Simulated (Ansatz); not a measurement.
Reactions of FGeH5O2Si, SMILES `[OH][Ge]([OH])([F])[SiH3]`.

Program: Ansatz. Geometries: PBE0-D4/def2-TZVP. ΔE: electronic, gas phase. CCSD(T)/CBS is the MP2 limit (def2-TZVPP, def2-QZVPP) plus CCSD(T) − MP2 in def2-TZVPP, frozen cores. This one scheme is used for every species. DFT in def2-TZVPP. For Ga, Ge, Se outer-core shells are correlated without core-valence functions, which leaves a few kJ/mol of doubt a bond. Scalar relativity is left out up to krypton. Each species was taken in one conformer, which may not be the lowest.

| reaction | PBE-D4 (kJ/mol) | MP2/CBS(def2) (kJ/mol) | CCSD(T)/CBS(def2) (kJ/mol) |
| --- | --- | --- | --- |
| `[OH][Ge]([OH])([F])[SiH3]` + H₂O → `[OH][Ge]([OH])([OH])[SiH3]` + H–F | 35 | 30 | 32 |
| `[OH][Ge]([OH])([F])[SiH3]` + `O[SiH](Cl)Cl` → `[OH][GeH]([OH])[F]` + `[SiH3]O[SiH](Cl)Cl` | -59 | -91 | -86 |
| `[OH][Ge]([OH])([F])[SiH3]` → `O[SiH](F)[O][GeH3]` | -203 | -246 | -240 |
| `[OH][Ge]([OH])([F])[SiH3]` + H₂ → `[OH][GeH]([OH])[SiH3]` + H–F | 71 | 75 | 71 |
| `[OH][Ge]([OH])([F])[SiH3]` + `[OH][GaH][SeH]` → `[OH][GeH]([F])[SiH3]` + `[OH][Ga]([OH])[SeH]` | 3 | -1 | 0 |
| `[OH][Ge]([OH])([F])[SiH3]` + GeH₄ → `[OH][Ge]([OH])([SiH3])[GeH3]` + H–F | 51 | 54 | 57 |
| `[OH][Ge]([OH])([F])[SiH3]` + `[F][GaH][O][SiH3]` → `[OH][Ge]([F])([F])[SiH3]` + `[OH][GaH][O][SiH3]` | -4 | -4 | -4 |
| `[OH][Ge]([OH])([F])[SiH3]` + `OB1N[SiH2]1` → `[SiH3]OB1N[SiH2]1` + `[OH][GeH]([OH])[F]` | -54 | -85 | -79 |

Largest T1 diagnostic: 0.014, for `[OH][GaH][O][SiH3]`.
